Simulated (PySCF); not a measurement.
## Two-component Hartree-Fock for Br³⁺ (bromine, charge +3)

Start: [Ar] 3d10 4s2 4p2; 4p3/2 filled at m_j = +1/2, +3/2. Calculated with PySCF 2.14 in x2c-TZVPall-2c with one added diffuse shell each of s, p, d type (7s8p5d1f, 63 functions): generalised Hartree-Fock with the X2C-1e Hamiltonian and a Gaussian nucleus; one run each with spin-orbit coupling (SO) switched off, then screened by Boettger's factors. This is a chosen level, not necessarily the ground level.

```
spinor shell  electrons  ε, spin-free (eV)  ε, screened SO (eV)  weight of nominal j (screened SO)  rms radius, screened SO (bohr)
       1s1/2          2           -13596.7             -13596.4                              1.000                          0.0492
       2s1/2          2            -1864.6              -1864.6                              1.000                           0.205
       2p1/2          2            -1643.9              -1676.5                              1.000                           0.180
       2p3/2          4            -1643.9              -1628.3                              1.000                           0.184
       3s1/2          2            -315.76              -315.77                              1.000                           0.587
       3p1/2          2            -243.51              -248.46                              0.998                           0.600
       3p3/2          4            -243.51              -241.18                              0.999                           0.610
       3d3/2          4            -124.06              -124.77                              0.977                           0.645
       3d5/2          6            -124.06              -123.61                              0.985                           0.648
       4s1/2          2            -59.952              -59.972                              0.999                            1.67
       4p3/2          2            -46.565              -46.459                              0.715                            1.89
```

| quantity | spin-free | screened SO |
| --- | --- | --- |
| E (hartree) | -2601.92917 | -2602.06229 |
| M_J | 2 | 2 |
| ⟨J²⟩ | 6.007 | 6.004 |
| ⟨L²⟩ | 2.005 | 2.237 |
| ⟨S²⟩ | 2.002 | 1.893 |

Each row is a mean over spinors that exchange with the open shell spreads, by up to 6.281 eV (4s1/2).

Rows whose weight is well below 1 are mixtures of j = l ± 1/2: exchange outweighs spin-orbit coupling there, and the label is only the starting occupation.

Without spin-orbit coupling the j labels of p, d and f shells carry no meaning; the spin-free column gives the mean over the occupied spinors of each nl shell.
